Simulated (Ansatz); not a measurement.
Reaction (hydrogenolysis of a Ge–Si bond): `F[SiH](Cl)[GeH2][Cl]` + H₂ → `[Cl][GeH3]` + `F[SiH2]Cl`

Calculated with Ansatz (gas phase, PBE0-D4/def2-TZVP geometries, no zero-point term in ΔE). CBS: MP2 limit from def2 TZ/QZ plus the TZ coupled-cluster correction, frozen cores. This one scheme is used for every species. DFT in def2-TZVPP. HSE06 is defined as in plane-wave codes. For Ge outer-core shells are correlated without core-valence functions, which leaves a few kJ/mol of doubt a bond. Scalar relativity is left out up to krypton. Each species was taken in one conformer, which may not be the lowest.

| level | ΔE (kcal/mol) |
| --- | --- |
| r2SCANh-D4 | -2.8 |
| HSE06-D4 | -2.1 |
| B2PLYP | -5.5 |
| HF/CBS(def2) | -12.3 |

Task: What does CCSD(T)/CBS give? (An estimate is asked.)

Result: Computed: -3.6 kcal/mol. The listed levels differ from it by 0.8, 1.5, -1.9, -8.7 kcal/mol.

Largest T1 diagnostic among the species: 0.011.

At CCSD(T), def2-SVP lies −4.2 kcal/mol from the extrapolated value and def2-TZVPP −1.1 kcal/mol. From BLYP to BHLYP (50 % exact exchange), in def2-TZVPP and without D4, ΔE moves by −3.1 kcal/mol. In def2-TZVPP, CCSD(T) changes the Hartree–Fock value by +7.3 kcal/mol (the triples alone add +1.3 kcal/mol) and MP2 by +8.0 kcal/mol.
